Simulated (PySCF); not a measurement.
# Mercury: a sound run and one with changed settings

Sound run: Hg [Xe] 4f14 5d10 6s2, Hg⁺ [Xe] 4f14 5d10 6s1. All numbers are calculated (PySCF 2.14, a scalar-relativistic core potential, in def2-TZVP with the def2 core potential (60 electrons)). In the sound run the correlated levels freeze 5s2 5p6 outside the core potential. The sound run starts from symmetry-adapted Hartree-Fock orbitals and uses a fine grid where one is needed.

Changed run: all electrons correlated in a basis built for the valence shell.

```tsv
species	method	sound run (hartree)	changed run (hartree)	converged
Hg	MP2	-152.89014	-153.00249	yes
Hg⁺	MP2	-152.51703	-152.62421	yes
```

Ionisation energy of Hg:

| method | sound run (eV) | changed run (eV) |
| --- | --- | --- |
| UHF | 8.500 | 8.500 |
| MP2 | 10.153 | 10.294 |
| SCS-MP2 | 10.098 | 10.192 |

A valence basis has no tight correlating functions, so it recovers only part of the core correlation, and not evenly between atom and ion.

For comparison, NIST gives 10.438 eV between the lowest levels.
